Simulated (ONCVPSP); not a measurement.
## Cr: excitation energies, all-electron against ONCV

ONCVPSP 4.0.1 input, shortened (lines: element, Z, core and valence counts, functional; n l f; lmax; l rc ep ncon nbas qcut; lloc lpopt rc5 dvloc0; l nproj debl; icmod fcfact rcfact), PBE, scalar-relativistic:

```
  Cr 24.00    5    2        4      upf
    1    0    2.00
    2    0    2.00
    2    1    6.00
    3    0    2.00
    3    1    6.00
    3    2    5.00
    4    0    1.00
    2
    0    2.50    0.00    3    8    2.00
    1    2.20    0.02    4    8    3.80
    2    1.95    0.00    5   10    7.10
    4    5    1.95    6.00
    0    2    2.20
    1    2    3.40
    2    2    0.80
    0    0.00    0.00
```

Energies are relative to the spin-unpolarised reference configuration 3d5 4s1; without spin polarisation the order of configurations can differ from experiment. Not all tests gave a result: 1 of 4 tests not solved or not reliable.

| valence configuration | charge | ΔE all-electron (eV) | error AE − PS (meV) |
| --- | --- | --- | --- |
| 3d5 4s0 | +1 | 6.902 | +33 |
| 3d4 4s0 | +2 | 22.954 | +89 |
| 3d4 4s1 4p1 | 0 | 3.507 | -14 |

Levels in the configuration 3d4 4s0:

```tsv
level	all-electron (eV)	pseudo (eV)
3d	-22.856	-22.806
```

Note: no bound ghost flagged; GHOST(+) flagged for s at 60.5 eV, p at 118.7 eV, s at 303.3 eV.
